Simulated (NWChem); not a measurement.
# ZnBr, doublet; SMILES [Zn][Br]

```xyz
2

Zn     0.0000     0.0000    -1.2536
Br     0.0000     0.0000     1.0657
```
Atoms are numbered in this order, from 1.

All runs: NWChem. Spin-unrestricted. Structure relaxed at the PBE-D3(BJ)/def2-SVP, spin-unrestricted level. This spin state was assumed; another may lie lower. No stability test was run on the SCF state. Vertical excitations in the gas phase. Excited states of an open shell can be spin-contaminated.

Problem. Predict the results for PBE0/def2-SVP, TDA. Quantities: lowest excitation (eV); oscillator strength of that lowest state; lowest state with f > 0.02 (eV); oscillator strength of that bright state; lowest empty minus highest occupied level, either spin (eV).

Solution. 
```
Property                                                     Result
-----------------------------------------------------------  ------
lowest excitation (eV)                                         2.85
oscillator strength of that lowest state                      0.002
lowest state with f > 0.02 (eV)                                4.61
oscillator strength of that bright state                      0.095
lowest empty minus highest occupied level, either spin (eV)    2.91
```
